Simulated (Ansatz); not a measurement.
Molecule: sum formula Si2H5Cl, charge 0, multiplicity 1. 
Coordinates optimised at B3LYP-D3(BJ)/def2-TZVP (Ansatz, a program for electronic structure):
```
Si
H 1 1.4800
H 1 1.4800 2 108.86
Cl 1 2.0783 2 107.66 3 116.43
Si 1 2.3421 2 111.94 3 -124.28
H 5 1.4812 1 109.60 2 -178.82
H 5 1.4812 6 109.49 1 -120.26
H 5 1.4837 6 109.27 7 -119.64
```

Property: vertical triplet-singlet gap (E(triplet) - E(singlet); each state is the SCF solution reached for its spin), in kJ/mol. Valence correlation only, unless marked. Open shells are spin-unrestricted. No spin-orbit coupling. No relativistic terms. Basis-set limits of correlation are two-point, X^-3; Hartree-Fock from the larger set. The bracket is a focal-point correction in the basis named.

```json
[
 {"level": "PBE/def2-TZVPD", "program": "Ansatz", "vertical triplet-singlet gap (kJ/mol)": "496.4"},
 {"level": "r2SCAN/def2-TZVPD", "program": "Ansatz", "vertical triplet-singlet gap (kJ/mol)": "514.9"},
 {"level": "B3LYP/def2-TZVPD", "program": "Ansatz", "vertical triplet-singlet gap (kJ/mol)": "533.7"},
 {"level": "CAM-B3LYP/def2-TZVPD", "program": "Ansatz", "vertical triplet-singlet gap (kJ/mol)": "555.5"},
 {"level": "wB97M-V/def2-TZVPD", "program": "Ansatz", "vertical triplet-singlet gap (kJ/mol)": "___"},
 {"level": "wB97X-V/def2-TZVPD", "program": "Ansatz", "vertical triplet-singlet gap (kJ/mol)": "570.8"},
 {"level": "SCS-MP2/aug-cc-pV(D+d)Z", "program": "Ansatz", "vertical triplet-singlet gap (kJ/mol)": "593.2"},
 {"level": "SCS-MP2/aug-cc-pV(T+d)Z", "program": "Ansatz", "vertical triplet-singlet gap (kJ/mol)": "591.9"},
 {"level": "CCSD/aug-cc-pV(D+d)Z", "program": "Ansatz", "vertical triplet-singlet gap (kJ/mol)": "___"},
 {"level": "CCSD/aug-cc-pV(T+d)Z", "program": "Ansatz", "vertical triplet-singlet gap (kJ/mol)": "___"},
 {"level": "RI-MP2/CBS(aug-cc-pV(T+d)Z,aug-cc-pV(Q+d)Z)+[CCSD(T)-MP2]/aug-cc-pV(T+d)Z", "program": "Ansatz", "vertical triplet-singlet gap (kJ/mol)": "567.1"}
]
```

Q: Fill in the missing entries.

A: 
- wB97M-V/def2-TZVPD, vertical triplet-singlet gap (kJ/mol): 564.1
- CCSD/aug-cc-pV(D+d)Z, vertical triplet-singlet gap (kJ/mol): 574.4
- CCSD/aug-cc-pV(T+d)Z, vertical triplet-singlet gap (kJ/mol): 570.2
